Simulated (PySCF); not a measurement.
## Carbon: a sound run and one with changed settings

Sound run: C⁺ [He] 2s2 2p1, C²⁺ [He] 2s2. Calculation: PySCF 2.14, in cc-pVDZ-DK (3s2p1d, 14 functions); scalar relativity by spin-free X2C-1e. In the sound run the correlated levels freeze 1s2. The sound run starts from symmetry-adapted Hartree-Fock orbitals and uses a fine grid where one is needed.

Changed run: a valence shell is frozen. This setting is unsound on purpose.

Ionisation energy of C⁺:

```json
{"method": "UHF", "sound run (eV)": "24.184", "changed run (eV)": "24.184"}
{"method": "MP2", "sound run (eV)": "24.235", "changed run (eV)": "24.184"}
{"method": "SCS-MP2", "sound run (eV)": "24.189", "changed run (eV)": "24.184"}
{"method": "CCSD", "sound run (eV)": "24.042", "changed run (eV)": "24.184"}
{"method": "CCSD(T)", "sound run (eV)": "24.059", "changed run (eV)": "24.184"}
{"method": "CCSDT", "sound run (eV)": "n/a", "changed run (eV)": "24.184"}
{"method": "FCI", "sound run (eV)": "n/a", "changed run (eV)": "24.184"}
```

Freezing a valence shell removes pair correlation that changes on ionisation.

For comparison, NIST gives 24.383 eV between the lowest levels.
